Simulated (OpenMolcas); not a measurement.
# Yb3+: effect of the metal basis and ligand basis

Yb3+ with 6 ligands (chloride) in octahedral coordination (Oh) at 2.63 Å. A charge of +0.5 e stands 2.6 Å behind each ligand.

- Program: OpenMolcas 26.06
- Method: CASSCF
- Spin-orbit coupling: state interaction with AMFI integrals over the reference wave functions

Fixed: active space 13 electrons in 7 orbitals (4f), DKH2 Hamiltonian.

States (labels of O, the rotations of Oh). Energies in cm-1 above the lowest state or level, χT in cm3 K/mol; under a threefold ground state the first gap can be a small split of the lowest multiplet, not the spin-orbit step.

| Run | Metal basis | Ligand basis | Ground state | First state of that spin | First gap with spin-orbit (degeneracies) | Width of lowest J | χT at 300 K | Cost |
| --- | --- | --- | --- | --- | --- | --- | --- | --- |
| A | ANO-RCC-VDZP | ANO-RCC-VDZP | 2T1 | 2T2 161.6 | 101.4 (2, 4) | 190 | 2.535 | roughly 40 core-seconds |
| B | ANO-RCC-VTZP | ANO-RCC-VTZP | 2T1 | 2T2 181.2 | 113.4 (2, 4) | 221 | 2.527 | roughly 2.4 core-minutes |

Against A, the width of the lowest J multiplet changes by +16.3 % in B.

Costs are those of the RASSCF and RASSI steps.

Without dynamic correlation the ligand-field splitting of an f shell can come out too small, at times by half. No measured value stands beside these numbers; the geometry was imposed, not optimised, and the real ion may take another.
